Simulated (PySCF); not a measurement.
# Peak assignment

Molfile (atoms numbered from 1):
```
C6H10Si
     RDKit          3D

 17 17  0  0  0  0  0  0  0  0999 V2000
   -2.4395   -0.3217   -1.0613 C   0  0  0  0  0  0  0  0  0  0  0  0
   -1.3164   -0.0802   -0.3879 C   0  0  0  0  0  0  0  0  0  0  0  0
   -0.0029   -0.4452   -0.8800 C   0  0  0  0  0  0  0  0  0  0  0  0
    1.0659   -0.1553   -0.1229 C   0  0  0  0  0  0  0  0  0  0  0  0
    2.4709   -0.4730   -0.5034 C   0  0  0  0  0  0  0  0  0  0  0  0
    0.5367    0.6996    1.4684 Si  0  0  0  0  0  4  0  0  0  0  0  0
   -1.2956    0.6014    0.9596 C   0  0  0  0  0  0  0  0  0  0  0  0
   -3.4042   -0.0400   -0.6736 H   0  0  0  0  0  0  0  0  0  0  0  0
   -2.4330   -0.8092   -2.0219 H   0  0  0  0  0  0  0  0  0  0  0  0
    0.0701   -0.9398   -1.8405 H   0  0  0  0  0  0  0  0  0  0  0  0
    2.9240   -1.1219    0.2460 H   0  0  0  0  0  0  0  0  0  0  0  0
    2.5219   -0.9666   -1.4729 H   0  0  0  0  0  0  0  0  0  0  0  0
    3.0637    0.4408   -0.5418 H   0  0  0  0  0  0  0  0  0  0  0  0
    1.0411    2.0715    1.5958 H   0  0  0  0  0  0  0  0  0  0  0  0
    0.8553   -0.0621    2.6811 H   0  0  0  0  0  0  0  0  0  0  0  0
   -1.7650    1.5821    0.8800 H   0  0  0  0  0  0  0  0  0  0  0  0
   -1.9000    0.0316    1.6655 H   0  0  0  0  0  0  0  0  0  0  0  0
  1  2  2  0
  2  3  1  0
  3  4  2  0
  4  5  1  0
  4  6  1  0
  6  7  1  0
  7  2  1  0
  1  8  1  0
  1  9  1  0
  3 10  1  0
  5 11  1  0
  5 12  1  0
  5 13  1  0
  6 14  1  0
  6 15  1  0
  7 16  1  0
  7 17  1  0
M  END
```

Computational details: NMR shieldings at PBE0/pcSseg-1/GIAO, geometry: GFN2-xTB, in PySCF (fast rotation and ring inversion assumed for equivalent nuclei, one conformer, relativity neglected, in vacuum).

δ = σ(ref) − σ, references computed at the same level: 13C (σref 186.93), 1H (σref 31.72) against TMS.

Q: Assign these signals to the numbered atoms. 13C{1H} NMR (computed): δ 159.7 (C), 158.3 (CH), 152.7 (C), 118.2 (CH2), 23.5 (CH3), 13.6 (CH2).

A: 
| δ (ppm) | atoms | environment | reason |
| --- | --- | --- | --- |
| 159.7 | C2 | fully substituted alkene carbon | an sp2 carbon of a C=C bond |
| 158.3 | C3 | alkene CH | an sp2 carbon of a C=C bond |
| 152.7 | C4 | fully substituted alkene carbon | an sp2 carbon of a C=C bond |
| 118.2 | C1 | terminal =CH2 carbon | the olefinic region |
| 23.5 | C5 | allylic methyl carbon | saturated and bonded to C and H only |
| 13.6 | C7 | allylic sp3 CH2 bonded to Si | – |

C2 and C3 lie closer than the usual error of such a calculation, so a measured spectrum could show them in the other order.

Q: Assign these signals to the numbered atoms. 1H NMR (500 MHz, computed): δ 6.99 (s, 1H), 5.50 (br s, 1H), 5.30 (br s, 1H), 4.66 (m, 2H), 2.23 (s, 3H), 1.89 (m, 2H).

A: 
6.99 → H10, hydrogen on an alkene CH: attached to an sp2 carbon and in the plane of the double bond
5.50 → H9, hydrogen on a terminal =CH2 carbon: olefinic region
5.30 → H8, hydrogen on a terminal =CH2 carbon
4.66 → H14/H15, hydrogen on a silicon bonded to 2 C, in a 5-membered ring
2.23 → H11/H12/H13, hydrogen on an allylic methyl carbon: allylic position
1.89 → H16/H17, hydrogen on an allylic sp3 CH2 bonded to Si: allylic position

Shifts are as computed. Against solution values, carbons near 30 ppm lie about +3 ppm off and those near 130 ppm about +5 ppm. Of 1211 compounds with measured shifts, 218 miss one by over three times the rms of a fit or turn the order of signals round; such compounds aren't used in these exercises. Multiplicities follow the n + 1 count of equivalent neighbours, as no J values were calculated; m marks all less simple cases, F and P coupling included.
